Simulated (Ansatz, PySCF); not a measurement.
Bond stretch in SeNa (cation, charge +1), lowest triplet found (which spin is the ground state isn't settled by this scan).

Computed with: UMP2/6-31G* = unrestricted MP2 (frozen core)/6-31G*, spherical d run with PySCF; UKS-B3LYP/6-31G* = unrestricted B3LYP/6-31G*, spherical d in PySCF 2.14.0; FCI = full CI/aug-cc-pVDZ, cores with 3d frozen (Ansatz, a program for electronic structure).

Energies relative to the lowest point of each curve between 2.47 and 3.60 Å, where full CI is lowest, in kJ/mol:

| R / Å | UMP2/6-31G* | UKS-B3LYP/6-31G* |
|---|---|---|
| 2.06 | 236.8 | 217.4 |
| 2.39 | 61.7 | 54.2 |
| 2.73 | 7.6 | 5.9 |
| 2.86 | 1.7 | 1.0 |
| 3.07 | 0.4 | 0.6 |
| 3.21 | 2.7 | 3.2 |
| 3.60 | 14.1 | 15.2 |
| 4.18 | 30.7 | 32.5 |
| 4.60 | 38.9 | 41.3 |
| 5.08 | 44.8 | 47.9 |
| 5.64 | 49.0 | 52.5 |
| 9.74 | 56.7 | 60.6 |

Estimate the FCI values at these points.

2.06: 255.8; 2.39: 69.8; 2.73: 10.7; 2.86: 3.4; 3.07: 0.0; 3.21: 1.1; 3.60: 10.0; 4.18: 25.0; 4.60: 33.0; 5.08: 39.3; 5.64: 44.0; 9.74: 52.3 (kJ/mol).
